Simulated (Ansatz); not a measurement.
Isolated molecules relaxed with PBE0-D4/def2-TZVP in Ansatz; ΔE leaves out vibrations. CBS: MP2 limit from def2 TZ/QZ plus the TZ coupled-cluster correction, frozen cores. DFT in def2-TZVPP. B3LYP here is the variant with VWN-RPA as its local correlation; programs differ in this. Elements past krypton have def2 core potentials. For Ge, In outer-core shells are correlated without core-valence functions, which leaves a few kJ/mol of doubt a bond. Scalar relativity is left out up to krypton. Each species was taken in one conformer, which may not be the lowest.

Reaction (substitution at a C–C bond): `CC[O][In]([CH3])[Cl]` + `C[O][GeH]([SH])[Cl]` → `C[O][GeH]([Cl])[S]C` + `C[O][In]([CH3])[Cl]`

`CC[O][In]([CH3])[Cl]`:

Cartesian coordinates in Å:
```
C -1.689 1.291 -1.085
C -1.049 -0.018 -1.495
O -0.609 -0.765 -0.385
In 1.084 -0.391 0.555
C 1.786 -1.329 2.324
Cl 2.303 1.239 -0.610
H -2.504 1.113 -0.380
H -2.091 1.818 -1.954
H -0.953 1.948 -0.609
H -0.230 0.181 -2.200
H -1.783 -0.637 -2.026
H 1.971 -0.566 3.079
H 1.045 -2.040 2.684
H 2.721 -1.844 2.103
```

`C[O][GeH]([SH])[Cl]`:

Z-matrix (Å, degrees):
```
C
O 1 1.413
H 1 1.096 2 111.7
H 1 1.091 2 107.5 3 119.0
H 1 1.096 2 111.5 3 -122.1
Ge 2 1.758 1 120.3 3 56.3
Cl 6 2.154 2 108.0 1 63.4
S 6 2.211 2 112.1 1 -54.5
H 6 1.525 2 105.8 1 -177.9
H 8 1.343 6 92.8 2 97.9
```

`C[O][GeH]([Cl])[S]C`:

Cartesian coordinates in Å:
```
C 2.045 0.252 0.138
O 0.978 0.992 -0.421
Ge -0.282 0.163 -1.334
Cl 0.604 -0.885 -2.987
S -1.252 -1.386 -0.113
C -1.874 -0.302 1.208
H 1.687 -0.591 0.739
H 2.611 0.927 0.782
H 2.712 -0.133 -0.639
H -1.200 1.279 -1.835
H -2.615 0.402 0.830
H -1.061 0.236 1.694
H -2.353 -0.955 1.937
```

`C[O][In]([CH3])[Cl]`:

```xyz
11

C    -1.913    1.434   -0.161
O    -1.131    0.454    0.473
In    0.572   -0.239   -0.232
C     1.799   -1.709    0.680
Cl    1.069    0.807   -2.269
H    -2.917    1.038   -0.355
H    -1.497    1.776   -1.116
H    -2.017    2.308    0.493
H     2.764   -1.264    0.920
H     1.950   -2.529   -0.021
H     1.322   -2.075    1.587
```

**Question.** Is it downhill or uphill in electronic energy at CCSD(T)/CBS, and by how much? (An estimate is asked.)

**Answer.** Ansatz gave: Uphill: ΔE = +26.0 kJ/mol.

**Question.** What do these levels give: r2SCAN-D4, ωB97M-V, B2PLYP, r2SCAN, PBE0, B3LYP, MP2/def2-TZVPP, SCS-MP2/def2-TZVPP, CCSD/def2-TZVPP, HF/def2-QZVPP, MP2/def2-QZVPP, MP2/CBS(def2)? (Estimate.)

**Answer.** Ansatz gave: r2SCAN-D4 25.6, ωB97M-V 26.6, B2PLYP 25.0, r2SCAN 25.8, PBE0 24.9, B3LYP 24.0, MP2/def2-TZVPP 26.5, SCS-MP2/def2-TZVPP 25.7, CCSD/def2-TZVPP 29.0, HF/def2-QZVPP 26.6, MP2/def2-QZVPP 25.1, MP2/CBS(def2) 24.1 kJ/mol.

Largest T1 diagnostic among the species: 0.014.
